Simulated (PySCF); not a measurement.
CH2NO, charge +1, singlet, geometry from GFN2-xTB, with bond 4-1 at 2.0 times its length; PySCF with HF/cc-pVDZ.

Input for PySCF:
```python
from pyscf import gto, scf

mol = gto.Mole()
mol.atom = '''
    N     1.188749    0.158294   -0.121577
    C     0.055121    0.003601    0.009118
    O    -1.141187   -0.131682    0.036693
    H     3.137573    0.460030   -0.487530
    H    -1.685639   -0.385367    0.807339
'''
mol.basis = 'cc-pvdz'
mol.charge = 1
mol.spin = 0
mol.verbose = 4
mol.build()

mf = scf.RHF(mol)
mf.conv_tol = 1e-7
mf.kernel()
```

Output, abridged:

```
PySCF version 2.14.0

[INPUT] verbose = 4
[INPUT] num. atoms = 5
[INPUT] num. electrons = 22
[INPUT] charge = 1
[INPUT] spin (= nelec alpha-beta = 2S) = 0
[INPUT] symmetry False subgroup None
[INPUT] Mole.unit = angstrom
[INPUT] Symbol           X                Y                Z      unit          X                Y                Z       unit  Magmom
[INPUT]  1 N      1.188749000000   0.158294000000  -0.121577000000 AA    2.246410040851   0.299132307162  -0.229747233046 Bohr   0.0
[INPUT]  2 C      0.055121000000   0.003601000000   0.009118000000 AA    0.104163593712   0.006804903775   0.017230522804 Bohr   0.0
[INPUT]  3 O     -1.141187000000  -0.131682000000   0.036693000000 AA   -2.156530886914  -0.248842915535   0.069339720689 Bohr   0.0
[INPUT]  4 H      3.137573000000   0.460030000000  -0.487530000000 AA    5.929153665830   0.869330709084  -0.921298177509 Bohr   0.0
[INPUT]  5 H     -1.685639000000  -0.385367000000   0.807339000000 AA   -3.185396054886  -0.728238087445   1.525649599680 Bohr   0.0

nuclear repulsion = 64.0801618273453
number of shells = 21
number of NR pGTOs = 92
number of NR cGTOs = 52
basis = cc-pvdz
ecp = {}

******** <class 'pyscf.scf.hf.RHF'> ********
method = RHF
initial guess = minao
damping factor = 0
level_shift factor = 0
DIIS = <class 'pyscf.scf.diis.CDIIS'>
diis_start_cycle = 1
diis_space = 8
diis_damp = 0
SCF conv_tol = 1e-07
SCF conv_tol_grad = None
SCF max_cycles = 50
direct_scf = True
direct_scf_tol = 1e-13
Set gradient conv threshold to 0.000316228
Initial guess from minao.
init E= -168.777449391309
  HOMO = -0.343204514537266  LUMO = -0.137774987947504  gap/eV = 5.59002
cycle= 1 E= -167.787481600134  delta_E= 0.99  |g|= 0.502  |ddm|=  2.1
  HOMO = -0.666779328615251  LUMO = -0.327040169446511  gap/eV = 9.24477
cycle= 2 E= -167.833594303366  delta_E= -0.0461  |g|= 0.294  |ddm|= 0.512
  HOMO = -0.676813215319466  LUMO = -0.339560282056577  gap/eV = 9.17712
cycle= 3 E= -167.850641732546  delta_E= -0.017  |g|= 0.0757  |ddm|= 0.207
  HOMO = -0.666389406701245  LUMO = -0.324807891268107  gap/eV = 9.29491
cycle= 4 E= -167.852257407889  delta_E= -0.00162  |g|= 0.027  |ddm|= 0.0786
  HOMO = -0.672673017957313  LUMO = -0.322028010020391  gap/eV = 9.54154
cycle= 5 E= -167.852446464214  delta_E= -0.000189  |g|= 0.00616  |ddm|= 0.0241
  HOMO = -0.674060859210187  LUMO = -0.321113931503618  gap/eV = 9.60418
cycle= 6 E= -167.852462141089  delta_E= -1.57e-05  |g|= 0.00228  |ddm|= 0.00786
  HOMO = -0.67403015609323  LUMO = -0.320945512728868  gap/eV = 9.60792
cycle= 7 E= -167.852465455566  delta_E= -3.31e-06  |g|= 0.000877  |ddm|= 0.00357
  HOMO = -0.674297969451283  LUMO = -0.320908825642736  gap/eV = 9.61621
cycle= 8 E= -167.852466278493  delta_E= -8.23e-07  |g|= 0.000413  |ddm|= 0.00171
  HOMO = -0.67430812336046  LUMO = -0.320919665030781  gap/eV = 9.61619
cycle= 9 E= -167.852466545708  delta_E= -2.67e-07  |g|= 0.000112  |ddm|= 0.00135
  HOMO = -0.674314169151289  LUMO = -0.320929103263929  gap/eV = 9.61610
cycle= 10 E= -167.852466560516  delta_E= -1.48e-08  |g|= 2.26e-05  |ddm|= 0.000341
  HOMO = -0.674311934031643  LUMO = -0.32092995298351  gap/eV = 9.61601
Extra cycle  E= -167.85246656078  delta_E= -2.64e-10  |g|= 1.07e-05  |ddm|= 2.92e-05
converged SCF energy = -167.85246656078
```
